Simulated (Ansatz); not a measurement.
Basis-set series for C₃H₉F₂NSeZr, SMILES `C[Se][Zr]([F])([F])[N](C)C`. Charge 0, multiplicity 1. Zr: def2 effective core potential. All single points use the PBE0-D4/def2-TZVP geometry. It is one conformer, not always the lowest.

```csv
functional,basis,functions,energy (Eh),HOMO (eV),LUMO (eV)
PBE0-D4,def2-SVP,192,-2821.76665,-6.44,-1.23
PBE0-D4,def2-TZVPP,416,-2822.51004,-6.52,-1.30
ωB97M-V,def2-SVP,192,-2822.07697,-8.53,0.66
ωB97M-V,def2-TZVPP,416,-2822.83522,-8.62,0.53
```

**Question.** Give the rows for def2-QZVPP. (Best estimate.)

**Answer.** Computed: 
```
functional       basis  functions  energy (Eh)  HOMO (eV)  LUMO (eV)
   PBE0-D4  def2-QZVPP        782  -2822.58427      -6.52      -1.31
   ωB97M-V  def2-QZVPP        782  -2822.90687      -8.63       0.39
```

Positive LUMOs are unbound and depend on the basis. Scalar relativity is left out up to krypton.
